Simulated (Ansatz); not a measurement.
Reaction (SMILES): BrBr -> 2 Br atom (the Br-Br bond at the site shown breaks; other sites are not compared here)
Each molecule is optimised on its own at B3LYP-D3(BJ)/def2-TZVP (Ansatz, a quantum-chemistry and plane-wave program).

Wanted: bond dissociation energy (electronic energy difference), in kcal/mol. Valence correlation only, unless marked. UHF or UKS for open shells. No spin-orbit coupling. Frozen are the shells of the preceding noble gas and the d and f shells that filled before the atom's block. Non-relativistic. CBS(X,Y): correlation extrapolated as X^-3; Hartree-Fock from the larger set (for Q and 5 zeta extrapolated as (X+1)exp(-9√X)).

```json
[
 {"level": "PBE-D3(BJ)/def2-TZVPD", "program": "Ansatz + dftd3", "bond dissociation energy (kcal/mol)": "58.5"},
 {"level": "revPBE-D3(BJ)/def2-TZVPD", "program": "Ansatz + dftd3", "bond dissociation energy (kcal/mol)": "___"},
 {"level": "r2SCAN/def2-TZVPD", "program": "Ansatz", "bond dissociation energy (kcal/mol)": "53.3"},
 {"level": "PBE0-D3(BJ)/def2-TZVP", "program": "Ansatz + dftd3", "bond dissociation energy (kcal/mol)": "52.6"},
 {"level": "PBE0-D3(BJ)/def2-TZVPD", "program": "Ansatz + dftd3", "bond dissociation energy (kcal/mol)": "53.0"},
 {"level": "r2SCANh/def2-TZVPD", "program": "Ansatz", "bond dissociation energy (kcal/mol)": "51.4"},
 {"level": "CAM-B3LYP/def2-TZVPD", "program": "Ansatz", "bond dissociation energy (kcal/mol)": "___"},
 {"level": "LC-wPBE/def2-TZVPD", "program": "Ansatz", "bond dissociation energy (kcal/mol)": "45.2"},
 {"level": "B2PLYP-D3(BJ)/def2-TZVPD", "program": "Ansatz + dftd3", "bond dissociation energy (kcal/mol)": "49.4"},
 {"level": "B2PLYP/def2-TZVPD", "program": "Ansatz", "bond dissociation energy (kcal/mol)": "48.4"},
 {"level": "PBE-QIDH/def2-TZVPD", "program": "Ansatz", "bond dissociation energy (kcal/mol)": "49.3"},
 {"level": "SCS-MP2/STO-3G", "program": "Ansatz", "bond dissociation energy (kcal/mol)": "46.7"},
 {"level": "CCSD/cc-pVTZ", "program": "Ansatz", "bond dissociation energy (kcal/mol)": "___"},
 {"level": "CCSD(T)/CBS(cc-pVQZ,cc-pV5Z)", "program": "Ansatz", "bond dissociation energy (kcal/mol)": "52.2"}
]
```

**Question.** What belongs in the gaps?

**Answer.** 
- revPBE-D3(BJ)/def2-TZVPD, bond dissociation energy (kcal/mol): 54.4
- CAM-B3LYP/def2-TZVPD, bond dissociation energy (kcal/mol): 46.9
- CCSD/cc-pVTZ, bond dissociation energy (kcal/mol): 42.9
